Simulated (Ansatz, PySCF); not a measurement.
H5OSi2, SMILES [SiH3]O[SiH2] (connectivity only; charge and spin as stated), charge +1, multiplicity 1.

Geometry: PBE-D3(BJ)/def2-TZVP. The spin state was assumed, not searched. The isomer is the one that the SMILES or the coordinates give; other isomers of the formula were not compared.

Vertical ionisation energy (IE) and electron affinity (EA) in eV. Rows of orbital energies are one-electron estimates. Where ΔSCF, EOM or ADC give a negative EA the extra electron is unbound and the value depends on the basis.

| level | IE | EA |
|---|---|---|
| −ε(HOMO), −ε(LUMO), CAM-B3LYP/def2-TZVPD (PySCF) | 15.51 | 7.21 |
| −ε(HOMO), −ε(LUMO), PBE/def2-TZVPD (PySCF) | 12.77 | 9.22 |
| ΔSCF, PBE0/def2-SVPD (Ansatz), final states of multiplicity 2 and 2 | ? | ? |
| ΔSCF, PBE/def2-SVPD (Ansatz), final states of multiplicity 2 and 2 | 15.99 | 6.29 |

Complete the blanks. (The exact figures need the calculation; the answer reports its results.)


- ΔSCF, PBE0/def2-SVPD (Ansatz, a quantum-chemistry and plane-wave program), final states of multiplicity 2 and 2, IE: 16.39
- ΔSCF, PBE0/def2-SVPD (Ansatz), final states of multiplicity 2 and 2, EA: 6.32

What vertical singlet–triplet gap does ΔSCF give with PBE0/def2-SVPD (Ansatz) and with PBE/def2-SVPD (Ansatz)? (An estimate is asked for; the answer gives what the named calculation found.)

4.61 and 4.18 eV (triplet above singlet where positive).
